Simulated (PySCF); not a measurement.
Isomers of C5H6Cl2O, one GFN2-xTB conformer each. Single-point energies are computed at PBE0/pcSseg-1 (PySCF, gas phase, no added dispersion term), electronic only.

```
             SMILES  GFN2-xTB relative energy (kcal/mol)
ClC(Cl)[C@H]1C=CCO1                                  9.9
 CC/C(Cl)=C\C(=O)Cl                                  0.0
 CC/C(=C/Cl)C(=O)Cl                                  5.7
```

Conformers: `[Cl:1][CH:2]([Cl:3])[C@H:4]1[CH:5]=[CH:6][CH2:7][O:8]1` with Cl1–C2–C4–C5 -48°; `[CH3:1][CH2:2]/[C:3]([Cl:4])=[CH:5]\[C:6](=[O:7])[Cl:8]` with C1–C2–C3–Cl4 -86°, C3–C5–C6–O7 -4°; `[CH3:1][CH2:2]/[C:3](=[CH:4]/[Cl:5])[C:6](=[O:7])[Cl:8]` with C1–C2–C3–C4 -1°, C2–C3–C6–O7 178°.

Question: What does PBE0/pcSseg-1 give for the same structures?

Answer: 
```tsv
SMILES	PBE0/pcSseg-1 E (Eh)	PBE0/pcSseg-1 (kcal/mol)	GFN2-xTB (kcal/mol)	point group
CC/C(Cl)=C\C(=O)Cl	-1189.07728	0.0	0.0	C1
CC/C(=C/Cl)C(=O)Cl	-1189.06488	7.8	5.7	near Cs
ClC(Cl)[C@H]1C=CCO1	-1189.04690	19.1	9.9	C1
```

Both levels put the same isomer lowest; measured from each level's own lowest isomer, the values differ by up to 9.2 kcal/mol (ClC(Cl)[C@H]1C=CCO1: 9.9 against 19.1). As drawn, the lowest has a C=O bond, which the highest lacks.

Question: Which frontier levels, dipoles and rotational constants go with these structures?

Answer: 
| SMILES | HOMO (eV, PBE0/pcSseg-1) | LUMO (eV) | dipole (D) | A, B, C (MHz) |
| --- | --- | --- | --- | --- |
| CC/C(Cl)=C\C(=O)Cl | -8.19 | -2.42 | 2.68 | 2296, 778.1, 608.3 |
| CC/C(=C/Cl)C(=O)Cl | -7.98 | -2.30 | 4.02 | 1660, 1104, 668.7 |
| ClC(Cl)[C@H]1C=CCO1 | -7.40 | -0.14 | 1.95 | 2442, 1083, 938.6 |
